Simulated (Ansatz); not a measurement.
A single point on B2Br2F2H2, SMILES `F[B@H-]1[Br+][B@H-](F)[Br+]1`.

```yaml
crystal:
  periodic: [false, false, false]
  atoms:
    - {symbol: F, position_ang: [1.168664, -0.975048, 1.820022]}
    - {symbol: B, position_ang: [1.119577, -0.003612, 0.921254]}
    - {symbol: Br, position_ang: [0.856707, -0.834558, -1.042719]}
    - {symbol: B, position_ang: [-1.119862, -0.000394, -0.917966]}
    - {symbol: F, position_ang: [-1.287843, 0.912175, -1.862186]}
    - {symbol: Br, position_ang: [-0.802905, 0.954021, 0.981253]}
    - {symbol: H, position_ang: [1.953491, 0.840655, 0.859172]}
    - {symbol: H, position_ang: [-1.887830, -0.893240, -0.758840]}
basis:
  gaussian: {orbitals: def2-TZVPP}
hamiltonian: {xc: pbe}
correlation: {method: rpa}
```

```sh
$ ansatz run in.yaml --threads 8 --pin off --events-out ev --progress --plain --max-ram 18278MiB
```

Output, abridged:

```
Functional definition: PBE
1632 factors; integrals over basis functions are off by at most 1.5e-3 eV
mean field evaluation 1: about -146884.8914 eV, gradient 5.4e1 eV
mean field evaluation 2: about -146884.8828 eV, gradient 5.4e1 eV
mean field evaluation 4: about -146889.8991 eV, gradient 1.5e1 eV
mean field evaluation 8: about -146890.3223 eV, gradient 3.1e-1 eV
mean field evaluation 16: about -146890.3225 eV, gradient 2.9e-5 eV
mean field -146890.32249924 eV, -5398.1197860103 hartree, gradient 6.3e-6 eV, S^2 0.000000; 0 other end points of the search recorded, 0 dependent functions left out
22 core orbitals not correlated: weight in the atoms' cores, before any rotation towards them, 1.000 or more for the frozen orbitals, at most 0.000 for the correlated occupied ones
reference -146789.42671511 eV, -5394.4119343331 hartree; 28, 28 occupied and 198, 198 virtual orbitals, 1632 factors
Total energy: -146842.05909542 eV, -5396.3461386342 hartree
```

Hardware: 8 threads of an Arm Neoverse V1 on a shared host. Wall time 4.9 s, peak host memory 0.68 GiB.
